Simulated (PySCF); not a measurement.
# Checking a proposed structure

A compound C7H8O gives the data below (simulated from a calculation) and was assigned the structure `C=C(C)c1ccoc1`.

$^{13}$C{$^{1}$H} NMR (computed): δ 134.7 (CH), 131.3 (CH), 123.6 (C), 99.7 (CH), 11.8 (CH2, 2C), 9.7 (CH).

$^{1}$H NMR (500 MHz, computed): δ 7.32 (d, J = 1.5 Hz, 1H), 7.17 (dd, J = 2.3, 1.5 Hz, 1H), 5.77 (d, J = 2.3 Hz, 1H), 1.50 (tt, J = 9.6, 5.6 Hz, 1H), 0.91 (m, 2H), 0.51 (m, 2H).

Computed data (PySCF 2.14): J couplings at B3LYP/pcJ-1 (without the spin–dipole term), GIAO KT3/pcSseg-1 shieldings, PBE0-D3(BJ)/def2-SVP geometry. Non-relativistic Hamiltonian, no solvent, one computed conformer, fast rotation and ring inversion assumed for equivalent nuclei.

Referencing at the same level of theory: $^{1}$H, $^{13}$C against TMS.

**Question.** Compare with the shifts computed for the proposed structure, pairing carbons in order of shift.

**Answer.** Atoms are numbered as in `[CH2:1]=[C:2]([CH3:3])[c:4]1[cH:5][cH:6][o:7][cH:8]1`. Hydrogens are named by the atom that carries them.

| atom | computed for proposal | given list | difference |
| --- | --- | --- | --- |
| C6 | 134.9 | 134.7 | +0.2 |
| C8 | 130.8 | 131.3 | -0.5 |
| C2 | 130.7 | 123.6 | +7.1 |
| C4 | 122.1 | 99.7 | +22.4 |
| C1 | 105.7 | 11.8 | +93.9 |
| C5 | 102.1 | 11.8 | +90.3 |
| C3 | 22.8 | 9.7 | +13.1 |

The rms difference is 50.3 ppm and the largest +93.9 ppm at C1 (terminal =CH2 carbon). The proposal also would give 7 carbon signals, not 6. The carbon types in order of shift don't match either: CH, CH, C, C, CH2, CH, CH3 for the proposal against CH, CH, C, CH, CH2, CH2, CH in the data. The proposal doesn't fit.

**Question.** Which isomer fits?

**Answer.** `c1cc(C2CC2)co1`.

1. Carbon types of the structure: 1 × C, 4 × CH, 2 × CH2, which accounts for all hydrogens.
2. δC 134.7, 131.3: aromatic CH next to the ring oxygen.
3. δC 123.6: substituted aromatic carbon.
4. δC 99.7: aromatic CH.
5. δC 11.8, 9.7: three-membered-ring carbon; carbons of three-membered rings are unusually shielded.

Other isomers checked: C=CCc1ccoc1 (rms 53.2 ppm).

The shifts were computed for this structure.

Splittings below 1 Hz are ignored in the labels, and close J values are merged. Couplings among chemically equivalent protons are left out too, so labels in AA′BB′ or AA′XX′ sets are apparent multiplicities. Unscaled 3J(H,H) at this level run about 10 % above measured values. Shifts are as computed, not scaled to solution data. Of 1211 compounds with measured shifts, 218 miss one by over three times the rms of a fit or turn the order of signals round; such compounds aren't used in these exercises.
